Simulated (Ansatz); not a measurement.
## BF3 (boron trifluoride): methods side by side

BF3: 4 atoms, total charge 0, spin state singlet. SMILES: `FB(F)F`. The coordinates come from a GFN2-xTB relaxation.

```tsv
atom	x (Å)	y (Å)	z (Å)
B	0.0001	0.0000	-0.0002
F	1.3003	-0.0277	0.0135
F	-0.6262	1.1398	-0.0173
F	-0.6742	-1.1121	0.0040
```

Quantity: the energy change with the B1–F4 bond stretched from 1.301 to 1.626 Å, in eV. The values are calculated.

| level | kind | program | value (eV) | less FCI/STO-3G | CPU time (all runs) |
| --- | --- | --- | --- | --- | --- |
| revPBE/STO-3G (restricted) | GGA | Ansatz | 0.99 | -0.29 | 2.1 s |
| r2SCAN0/STO-3G (restricted) | hybrid meta-GGA | Ansatz | 1.45 | +0.17 | 5.2 s |
| HSE06/STO-3G (restricted) | range-separated hybrid | Ansatz | 1.34 | +0.06 | 2.6 s |
| wB97X/STO-3G (restricted) | range-separated hybrid | Ansatz | 1.33 | +0.05 | 8.6 s |
| MP2/STO-3G (restricted) | perturbation theory | Ansatz | 1.50 | +0.22 | 0.22 s |
| CCSD(T)/STO-3G (restricted) | coupled cluster or CI | Ansatz | 1.30 | +0.02 | 0.39 s |
| CCSD/STO-3G (restricted) | coupled cluster or CI | Ansatz | 1.33 | +0.05 | 0.4 s |
| CCSDT/STO-3G (restricted) | coupled cluster or CI | Ansatz | 1.28 | 0.00 | 1 s |
| FCI/STO-3G | exact in the basis | Ansatz | 1.28 | 0.00 | 27 s |

FCI/STO-3G is exact within its basis and frozen core, so for wave-function methods in that basis the difference is their error; functionals converge differently with the basis, so for them it is only a difference. The first shape isn't each level's own minimum. The values span 0.99 to 1.50 eV. All rows use very small basis sets, so none should be taken for the real molecule's value. Times are those of the runs behind each value, whatever else they computed, on shared processors of several kinds: orders of magnitude only.
